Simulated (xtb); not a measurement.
xtb input (GFN2-xTB):

```bash
xtb mol.xyz --gfn 2 --ohess tight --chrg -1 --uhf 0
```
mol.xyz:
```
6

Si    -0.25890049     0.17266028    -0.05562830
Cl    -0.91345152    -0.19937222     1.91420121
Cl    -1.88526533     0.13090966    -1.36104269
O      0.45372354     1.72157007    -0.11806516
O      0.89686895    -0.99375972    -0.48759537
H      1.63955670    -0.89770536     0.12166930
```

End of the output:

```
   ------------------------------------------------------------------------

         :::::::::::::::::::::::::::::::::::::::::::::::::::::
         ::                  THERMODYNAMIC                  ::
         :::::::::::::::::::::::::::::::::::::::::::::::::::::
         :: total free energy         -19.916650825017 Eh   ::
         ::.................................................::
         :: total energy              -19.904163005803 Eh   ::
         :: zero point energy           0.019783885818 Eh   ::
         :: G(RRHO) w/o ZPVE           -0.032271705032 Eh   ::
         :: G(RRHO) contrib.           -0.012487819214 Eh   ::
Note: The following floating-point exceptions are signalling: IEEE_UNDERFLOW_FLAG IEEE_DENORMAL
normal termination of xtb
         :::::::::::::::::::::::::::::::::::::::::::::::::::::

optimized geometry written to: xtbopt.xyz

           -------------------------------------------------
          | TOTAL ENERGY              -19.904163005803 Eh   |
          | TOTAL ENTHALPY            -19.876363153525 Eh   |
          | TOTAL FREE ENERGY         -19.916650825017 Eh   |
          | GRADIENT NORM               0.000545244698 Eh/α |
          | HOMO-LUMO GAP               8.132989432344 eV   |
           -------------------------------------------------

------------------------------------------------------------------------
------------------------------------------------------------------------
 total:
 SCF:
 ANC optimizer:
 analytical hessian:
```

It need not be the lowest isomer of its formula. Whether it binds its extra electron was not tested at this geometry.
